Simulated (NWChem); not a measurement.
Species: triflate (CF₃O₃S anion); SMILES C(F)(S([O-])(=O)=O)(F)F

```xyz
8

O      1.0257     1.0257     1.2563
S      0.0000     0.0000     0.9387
O      0.3754    -1.4012     1.2563
O     -1.4012     0.3754     1.2563
C      0.0000     0.0000    -0.9610
F      1.2098    -0.3242    -1.4584
F     -0.3242     1.2098    -1.4584
F     -0.8856    -0.8856    -1.4584
```
Atoms are numbered in this order, from 1.

Computed with NWChem. Pople sets run with spherical d functions. Sets without diffuse functions describe the anion's extra electron poorly. Coordinates come from a B3LYP/def2-SVPD optimisation. No frequency run checked for a minimum. Atomic charges in e: unrestrained fits to the electrostatic potential beside Mulliken populations; buried atoms are poorly determined by the fit.

Q: Predict the results for Hartree-Fock/6-31G*. Quantities: ESP O1; Mulliken O1; ESP S2; Mulliken S2; ESP O3; Mulliken O3; ESP O4; Mulliken O4; ESP C5; Mulliken C5; relative RMS misfit of the potential (%).

A: 
| Item | Result |
|---|---|
| ESP O1 | -0.70 |
| Mulliken O1 | -0.78 |
| ESP S2 | 1.25 |
| Mulliken S2 | 1.67 |
| ESP O3 | -0.70 |
| Mulliken O3 | -0.78 |
| ESP O4 | -0.70 |
| Mulliken O4 | -0.78 |
| ESP C5 | 0.61 |
| Mulliken C5 | 0.93 |
| relative RMS misfit of the potential (%) | 3 |
